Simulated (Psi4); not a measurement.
C₂H₆Bi, doublet, at a GFN2-xTB geometry (such geometries of metal compounds can be far from the true shape) (the spin is typed, not shown lowest) (core potentials on Bi); B3LYP/def2-SVPD (Psi4).

Here is a job for Psi4.
```
memory 2 GB

molecule {
0 2
  Bi    0.18951034   -0.01120082    0.22849228
  C     0.43930174    0.24144710   -2.02292596
  H     1.09379276   -0.52558650   -2.41820207
  H     0.86211018    1.21236792   -2.24977673
  H    -0.52983395    0.15832871   -2.49392906
  C    -2.07710886   -0.14445632    0.04802055
  H    -2.34362728   -0.98072930   -0.58528282
  H    -2.46230744    0.76550277   -0.39350579
  H    -2.52264953   -0.28215982    1.02526925
}

set basis def2-svpd
set reference uks
set scf_type pk
set puream true
set d_convergence 1e-8
set dft_radial_points 99
set dft_spherical_points 590

energy('b3lyp')
print_variables()
```

What does Psi4 print? Leave out banner, timings and long lists.


```
   => Loading Basis Set <=

    Name: DEF2-SVPD
    Role: ORBITAL
    Keyword: BASIS

    !!!  WARNING: ECP capability is in beta. Please check occupations closely.  !!!

         ---------------------------------------------------------
                                   SCF
               by Justin Turney, Rob Parrish, Andy Simmonett
                          and Daniel G. A. Smith
                              UKS Reference
         ---------------------------------------------------------

  ==> Geometry <==

    Molecular point group: c1
    Full point group: C1

    Geometry (in Angstrom), charge = 0, multiplicity = 2:

       Center              X                  Y                   Z               Mass
    ------------   -----------------  -----------------  -----------------  -----------------
         BI           0.130933116699    -0.007743400811     0.157870916678   208.980399100000
         C            0.380724516699     0.244904519189    -2.093547323322    12.000000000000
         H            1.035215536699    -0.522129080811    -2.488823433322     1.007825032230
         H            0.803532956699     1.215825339189    -2.320398093322     1.007825032230
         H           -0.588411173301     0.161786129189    -2.564550423322     1.007825032230
         C           -2.135686083301    -0.140998900811    -0.022600813322    12.000000000000
         H           -2.402204503301    -0.977271880811    -0.655904183322     1.007825032230
         H           -2.520884663301     0.768960189189    -0.464127153322     1.007825032230
         H           -2.581226753301    -0.278702400811     0.954647886678     1.007825032230

  Running in c1 symmetry.

  Rotational constants: A =      0.22455  B =      0.18484  C =      0.10535 [cm^-1]
  Rotational constants: A =   6731.95697  B =   5541.44802  C =   3158.21861 [MHz]
  Nuclear repulsion =  121.568337949572424

  Charge       = 0
  Multiplicity = 2
  Electrons    = 41
  Nalpha       = 21
  Nbeta        = 20

  ==> Algorithm <==

  SCF Algorithm Type is PK.
  DIIS enabled.
  MOM disabled.
  Fractional occupation disabled.
  Guess Type is SAD.
  Energy threshold   = 1.00e-06
  Density threshold  = 1.00e-08
  Integral threshold = 1.00e-12

  ==> Primary Basis <==

  Basis Set: DEF2-SVPD
    Blend: DEF2-SVPD
    Number of shells: 52
    Number of basis functions: 120
    Number of Cartesian functions: 127
    Spherical Harmonics?: true
    Max angular momentum: 2

  Core potential: DEF2-SVPD
    Number of shells: 4
    Number of ECP primitives: 18
    Number of ECP core electrons: 60
    Max angular momentum: 3

  ==> DFT Potential <==

   => LibXC <=

    Version 7.1.2
    S. Lehtola, C. Steigemann, M. J. T. Oliveira, and M. A. L. Marques,  SoftwareX 7, 1–5 (2018) (10.1016/j.softx.2017.11.002)

   => Composite Functional: B3LYP <=

    B3LYP Hyb-GGA Exchange-Correlation Functional

    P. J. Stephens, F. J. Devlin, C. F. Chabalowski, and M. J. Frisch,  J. Phys. Chem. 98, 11623 (1994) (10.1021/j100096a001)

    Deriv               =              1
    GGA                 =           TRUE
    Meta                =          FALSE

    Exchange Hybrid     =           TRUE
    MP2 Hybrid          =          FALSE

   => Exchange Functionals <=

    0.0800   Slater exchange
    0.7200         Becke 88

   => Exact (HF) Exchange <=

    0.2000               HF

   => Correlation Functionals <=

    0.1900   Vosko, Wilk & Nusair (VWN5_RPA)
    0.8100   Lee, Yang & Parr

   => LibXC Density Thresholds  <==

    XC_HYB_GGA_XC_B3LYP:  1.00E-15

   => Molecular Quadrature <=

    Radial Scheme          =       TREUTLER
    Pruning Scheme         =           NONE
    Nuclear Scheme         =       TREUTLER

    Blocking Scheme        =         OCTREE
    BS radius alpha        =              1
    Pruning alpha          =              1
    Radial Points          =             99
    Spherical Points       =            590
    Total Points           =         499075
[...]
    Irrep   Nso     Nmo
   -------------------------
     A        120     120
   -------------------------
    Total     120     120
   -------------------------

  ==> Iterations <==

                        Total Energy        Delta E     RMS |[F,P]|

   @UKS iter SAD:  -292.62454550799157   -2.92625e+02   0.00000e+00
   @UKS iter   1:  -293.86198765427326   -1.23744e+00   8.49209e-03 ADIIS/DIIS
   @UKS iter   2:  -293.43361929374356    4.28368e-01   1.04974e-02 ADIIS/DIIS
   @UKS iter   3:  -294.42294210470038   -9.89323e-01   1.58053e-03 ADIIS/DIIS
   @UKS iter   4:  -294.44613600912902   -2.31939e-02   5.39552e-04 ADIIS/DIIS
   @UKS iter   5:  -294.44876055223062   -2.62454e-03   8.44912e-05 DIIS
   @UKS iter   6:  -294.44882089765940   -6.03454e-05   1.68883e-05 DIIS
   @UKS iter   7:  -294.44882328684611   -2.38919e-06   7.80513e-06 DIIS
   @UKS iter   8:  -294.44882378724571   -5.00400e-07   3.69995e-06 DIIS
   @UKS iter   9:  -294.44882395038849   -1.63143e-07   9.16035e-07 DIIS
   @UKS iter  10:  -294.44882398052323   -3.01347e-08   2.43865e-07 DIIS
   @UKS iter  11:  -294.44882398273825   -2.21502e-09   3.65896e-08 DIIS
   @UKS iter  12:  -294.44882398275763   -1.93836e-11   1.25744e-08 DIIS
   @UKS iter  13:  -294.44882398275939   -1.76215e-12   2.22768e-09 DIIS
  Energy and wave function converged.

  ==> Post-Iterations <==

   Electrons on quadrature grid:
      Nalpha   =   21.0000002733 ; deviation = 2.733e-07
      Nbeta    =   20.0000002938 ; deviation = 2.938e-07
      Ntotal   =   41.0000005672 ; deviation = 5.672e-07

   @Spin Contamination Metric:   2.458719896E-03
   @S^2 Expected:                7.500000000E-01
   @S^2 Observed:                7.524587199E-01
   @S   Expected:                5.000000000E-01
   @S   Observed:                5.000000000E-01

    Orbital Energies [Eh]
    ---------------------

    Alpha Occupied:

[...]
    Alpha Virtual:

[...]
    Beta Occupied:

[...]
    Beta Virtual:

[...]
     120A     54.394875

    Final Occupation by Irrep:
              A
    DOCC [    20 ]
    SOCC [     1 ]
    NA   [    21 ]
    NB   [    20 ]

  @UKS Final Energy:  -294.44882398275939

   => Energetics <=

    Nuclear Repulsion Energy =            121.5683379495724239
    One-Electron Energy =                -721.1272655022784193
    Two-Electron Energy =                 329.7046420257834143
    DFT Exchange-Correlation Energy =     -24.5945384558368332
    Empirical Dispersion Energy =           0.0000000000000000
    VV10 Nonlocal Energy =                  0.0000000000000000
    Total Energy =                       -294.4488239827593929

  UHF NO Occupations:
  HONO-2 :   19  A 1.9996352
  HONO-1 :   20  A 1.9994798
  HONO-0 :   21  A 1.0000000
  LUNO+0 :   22  A 0.0005202
  LUNO+1 :   23  A 0.0003648
  LUNO+2 :   24  A 0.0002690
  LUNO+3 :   25  A 0.0000228

Computation Completed

Properties will be evaluated at   0.000000,   0.000000,   0.000000 [a0]

Properties computed using the SCF density matrix

 Multipole Moments:

 ------------------------------------------------------------------------------------
     Multipole            Electronic (a.u.)      Nuclear  (a.u.)        Total (a.u.)
 ------------------------------------------------------------------------------------

 L = 1.  Multiply by 2.5417464519 to convert [e a0] to [Debye]
 Dipole X            :         26.0380952          -26.0258493            0.0122460
 Dipole Y            :         -1.5360853            1.5378663            0.0017810
 Dipole Z            :         31.3841282          -31.3789271            0.0052011
 Magnitude           :                                                    0.0134234

 ------------------------------------------------------------------------------------

  Variable Map:
  ----------------------------------------------------------------------------
[...]
  Array Variable Map:
  ----------------------------------------------------------------------------
[...]
[...]
```
